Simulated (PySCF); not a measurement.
# Magnetic susceptibility: SMILES c1cc(C2CC2)nnn1, C₆H₇N₃

Geometry:
| atom | x (Å) | y (Å) | z (Å) |
| --- | --- | --- | --- |
| C1 | 2.722 | -0.297 | -0.365 |
| C2 | 1.541 | 0.250 | -0.831 |
| C3 | 0.405 | -0.036 | -0.066 |
| C4 | -0.928 | 0.457 | -0.414 |
| C5 | -2.126 | -0.412 | -0.105 |
| C6 | -1.883 | 0.809 | 0.703 |
| N7 | 0.525 | -0.790 | 1.033 |
| N8 | 1.666 | -1.259 | 1.395 |
| N9 | 2.753 | -1.039 | 0.738 |
| H10 | 3.670 | -0.152 | -0.865 |
| H11 | 1.493 | 0.855 | -1.723 |
| H12 | -0.960 | 1.059 | -1.314 |
| H13 | -1.922 | -1.366 | 0.355 |
| H14 | -2.933 | -0.418 | -0.821 |
| H15 | -2.519 | 1.670 | 0.561 |
| H16 | -1.513 | 0.680 | 1.708 |

Theory: PySCF, GIAO PBE/pcSseg-1 magnetisability, rotational g tensor and spin-rotation constants, non-relativistic, gas phase. Geometry: GFN2-xTB.

(1) How diamagnetic is it, and how anisotropic?

(2) Split it along the inertial axes a, b, c into diamagnetic and paramagnetic parts about the centre of mass, with the quadrupole moment.

(3) And the rotational g tensor?

Answers

(1) Isotropic -1150 × 10⁻³⁰ J/T², or -69.3 × 10⁻⁶ cm³/mol; principal values -1747, -947, -757 × 10⁻³⁰ J/T², anisotropy 910 × 10⁻³⁰ J/T² (root of half the summed squared differences of the principal values). The susceptibility is in cgs units.

(2) 
```csv
axis,χ (10⁻⁶ cm³/mol),diamagnetic (10⁻⁶ cm³/mol),paramagnetic (10⁻⁶ cm³/mol),summed x² of all electrons (Å²),quadrupole Θ (D Å)
a,-50.5,-369.5,319.0,233.6,+0.33
b,-52.1,-1092.4,1040.2,63.2,-0.93
c,-105.2,-1259.1,1153.9,23.9,+0.60
```
Anisotropies 2χaa − χbb − χcc = +56.4 and 2χbb − χaa − χcc = +51.4 × 10⁻⁶ cm³/mol. Θ is traceless in Buckingham's convention.

(3) 
| axis | rotational constant (GHz) | g | nuclear part | electronic part |
| --- | --- | --- | --- | --- |
| a | 4.5856 | -0.0936 | 0.5936 | -0.6872 |
| b | 1.2001 | -0.0231 | 0.5633 | -0.5865 |
| c | 1.0268 | +0.0054 | 0.5620 | -0.5566 |

Asymmetric top; isotopes 12C, 1H, 14N; no vibrational averaging.
